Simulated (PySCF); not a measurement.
Species: 1-chloro-4-cyclopropylbenzene, C9H9Cl.
SMILES with atom numbers: `[Cl:1][c:2]1[cH:3][cH:4][c:5]([CH:6]2[CH2:7][CH2:8]2)[cH:9][cH:10]1` (hydrogens: H11 on C3; H12 on C4; H13 on C6; H14, H15 on C7; H16, H17 on C8; H18 on C9; H19 on C10)

Method: PBE0-D3(BJ)/def2-SVP geometry optimisation, gas phase in PySCF; density fitting, grid level 2; the optimiser is geomeTRIC in internal coordinates, started from a GFN2-xTB structure.

Step 0: E = -21976.2294 eV
```
atom  x, y, z in Å  |  force x, y, z in eV/Å
Cl1     5.1900   -0.1707    0.2069    0.126  -0.021   0.001
C2      3.4739    0.0468    0.1487    0.379  -0.004   0.016
C3      2.9393    1.3205    0.2452    0.041  -0.014   0.006
C4      1.5678    1.4842    0.2005   -0.039  -0.133  -0.016
C5      0.7127    0.3946    0.0575   -0.264   0.091   0.003
C6     -0.7476    0.6158    0.0132   -0.093  -0.371  -0.046
C7     -1.6357   -0.2320   -0.8614    0.045   0.156   0.453
C8     -1.7038   -0.3782    0.6213    0.081   0.247  -0.412
C9      1.2764   -0.8754   -0.0381    0.067   0.117   0.014
C10     2.6461   -1.0546    0.0074   -0.025  -0.044  -0.005
H11     3.5900    2.1737    0.3551    0.315   0.347   0.049
H12     1.1538    2.4789    0.2796   -0.191   0.425   0.027
H13    -1.0247    1.6595    0.1024   -0.146   0.338   0.030
H14    -2.4539    0.2542   -1.3709   -0.381   0.252  -0.208
H15    -1.1722   -1.0175   -1.4380    0.295  -0.378  -0.253
H16    -1.2887   -1.2651    1.0746    0.276  -0.422   0.197
H17    -2.5693    0.0071    1.1381   -0.409   0.215   0.227
H18     0.6445   -1.7436   -0.1491   -0.287  -0.401  -0.051
H19     3.0720   -2.0434   -0.0657    0.209  -0.400  -0.030
```

Step 1: E = -21976.2729 eV
```
atom  x, y, z in Å  |  force x, y, z in eV/Å
Cl1     5.2171   -0.1724    0.2063   -0.095   0.015  -0.002
C2      3.4949    0.0468    0.1502    0.031  -0.017  -0.001
C3      2.9518    1.3247    0.2481    0.086   0.052   0.009
C4      1.5707    1.4864    0.2011   -0.049   0.083   0.008
C5      0.7071    0.3950    0.0578    0.018  -0.017  -0.001
C6     -0.7606    0.6130    0.0118   -0.010   0.098   0.008
C7     -1.6522   -0.2318   -0.8612   -0.015  -0.039  -0.102
C8     -1.7208   -0.3762    0.6201   -0.024  -0.062   0.091
C9      1.2820   -0.8794   -0.0380   -0.069  -0.065  -0.009
C10     2.6593   -1.0598    0.0068    0.074  -0.066  -0.002
H11     3.6127    2.1866    0.3607   -0.017  -0.017  -0.003
H12     1.1505    2.4939    0.2787    0.020  -0.035  -0.003
H13    -1.0451    1.6666    0.1014    0.011  -0.040  -0.003
H14    -2.4783    0.2635   -1.3798    0.027  -0.006   0.016
H15    -1.1728   -1.0263   -1.4426   -0.017   0.027   0.027
H16    -1.2900   -1.2723    1.0789   -0.014   0.034  -0.023
H17    -2.5953    0.0173    1.1465    0.028  -0.002  -0.014
H18     0.6447   -1.7621   -0.1508    0.028   0.033   0.004
H19     3.0946   -2.0584   -0.0687   -0.013   0.022   0.001
```

**Question.** Estimate the geometry and energy of step 2. (The exact step hangs on the optimiser's Hessian estimate; all steps are aligned on step 1, rigid shifts and turns removed.)

**Answer.** E = -21976.2733 eV, largest force 0.062 eV/Å
```
atom  x, y, z in Å  |  force x, y, z in eV/Å
Cl1     5.2107   -0.1640    0.2068    0.008  -0.028  -0.002
C2      3.4904    0.0459    0.1498    0.059   0.018   0.004
C3      2.9518    1.3261    0.2482   -0.042  -0.020  -0.004
C4      1.5699    1.4873    0.2014    0.008  -0.004   0.000
C5      0.7087    0.3930    0.0579   -0.001   0.010   0.001
C6     -0.7592    0.6134    0.0119   -0.008   0.001  -0.001
C7     -1.6515   -0.2313   -0.8618   -0.004  -0.006  -0.018
C8     -1.7202   -0.3758    0.6208   -0.007  -0.011   0.017
C9      1.2817   -0.8831   -0.0382   -0.020   0.002  -0.001
C10     2.6595   -1.0644    0.0065    0.006   0.034   0.004
H11     3.6132    2.1868    0.3604    0.001  -0.008  -0.001
H12     1.1493    2.4934    0.2787   -0.003  -0.004  -0.001
H13    -1.0423    1.6662    0.1014   -0.001  -0.003   0.000
H14    -2.4756    0.2655   -1.3803    0.000   0.003   0.004
H15    -1.1733   -1.0257   -1.4420    0.002   0.000   0.005
H16    -1.2905   -1.2715    1.0784    0.004   0.001  -0.005
H17    -2.5928    0.0192    1.1476    0.000   0.004  -0.003
H18     0.6445   -1.7643   -0.1511   -0.003   0.004   0.000
H19     3.0960   -2.0617   -0.0691    0.001   0.006   0.000
```

The energy changes by -0.0004 eV. The first-order estimate −F·Δx gives -0.0016 eV and the mean of the old and new forces, exact on a quadratic surface, -0.0004 eV. The step makes an angle of 71° with the force vector and moves no atom by more than 0.011 Å.

The cost below is that of the whole optimisation. Time: 98 s of wall time; peak memory 0.87 GiB. Hardware: one thread, Arm Neoverse V1 (aarch64), no GPU, on a shared host.
